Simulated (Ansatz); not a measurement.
Input (CCSDT(Q)/cc-pVDZ; Ansatz, a first-principles code):

Ansatz 0.2 input:
```yaml
crystal:
  periodic: [false, false, false]
  atoms:
    - {symbol: C, position_ang: [-2.17550700, 0.00047824, -0.02338961]}
    - {symbol: C, position_ang: [-0.87567455, 0.00019250, -0.00941467]}
    - {symbol: C, position_ang: [0.41928982, -0.00009217, 0.00450793]}
    - {symbol: F, position_ang: [1.18586798, 1.04213239, -0.29870322]}
    - {symbol: F, position_ang: [1.17871345, -1.04265219, 0.32412564]}
    - {symbol: H, position_ang: [-2.73547517, -0.26408250, -0.91538179]}
    - {symbol: H, position_ang: [-2.75440737, 0.26528933, 0.85635820]}
basis:
  gaussian:
    orbitals: cc-pVDZ
magnetization: {spin_polarized: false}
correlation: {method: ccsdt_q, electrons: outside_noble_gas}
```

Output:

```
Functional definition: HF
integrals: 0.10 GiB planned
1472 factors; integrals over basis functions are off by at most 2.3e-7 eV
mean field: 0.31 GiB planned
mean field evaluation 1: about -8529.7183 eV, gradient 3.4e1 eV
mean field evaluation 2: about -8529.9248 eV, gradient 3.5e1 eV
mean field evaluation 4: about -8532.6533 eV, gradient 3.3e0 eV
mean field evaluation 8: about -8532.7036 eV, gradient 3.4e-1 eV
mean field evaluation 16: about -8529.7160 eV, gradient 3.4e1 eV
mean field -8532.70418345 eV, -313.5710950670 hartree, gradient 3.0e-6 eV, S^2 0.000000; 0 other end points of the search recorded, 0 dependent functions left out; unrestricted orbitals would lower it
5 core orbitals not correlated
reference -8532.70418345 eV, -313.5710950670 hartree; 14, 14 occupied and 61, 61 virtual orbitals, 1472 factors
second order -20.40277144 eV of doubles, -0.00000000 eV of singles
coupled cluster: 3.20 GiB planned
cycle   1  -20.52516413 eV  change   -1.2e-1 eV  update   1.2e-1
cycle   2  -21.33755567 eV  change   -8.1e-1 eV  update   6.5e-2
cycle   3  -21.89035117 eV  change   -5.5e-1 eV  update   2.9e-2
cycle   4  -21.85378473 eV  change    3.7e-2 eV  update   1.1e-2
cycle   5  -21.81744075 eV  change    3.6e-2 eV  update   5.8e-3
cycle   6  -21.82381441 eV  change   -6.4e-3 eV  update   2.7e-3
cycle   7  -21.83075699 eV  change   -6.9e-3 eV  update   1.1e-3
cycle   8  -21.83160797 eV  change   -8.5e-4 eV  update   5.8e-4
cycle   9  -21.83066069 eV  change    9.5e-4 eV  update   2.6e-4
cycle  10  -21.83112212 eV  change   -4.6e-4 eV  update   1.2e-4
cycle  11  -21.83087045 eV  change    2.5e-4 eV  update   6.2e-5
cycle  12  -21.83080289 eV  change    6.8e-5 eV  update   2.9e-5
cycle  13  -21.83080883 eV  change   -5.9e-6 eV  update   1.0e-5
cycle  14  -21.83080859 eV  change    2.4e-7 eV  update   4.9e-6
cycle  15  -21.83080078 eV  change    7.8e-6 eV  update   2.4e-6
cycle  16  -21.83079997 eV  change    8.1e-7 eV  update   1.3e-6
coupled cluster: 3.20 GiB planned
perturbative correction -0.05898372 eV, -0.0021676117 hartree
Total energy: -8554.59396713 eV, -314.3755297800 hartree
```
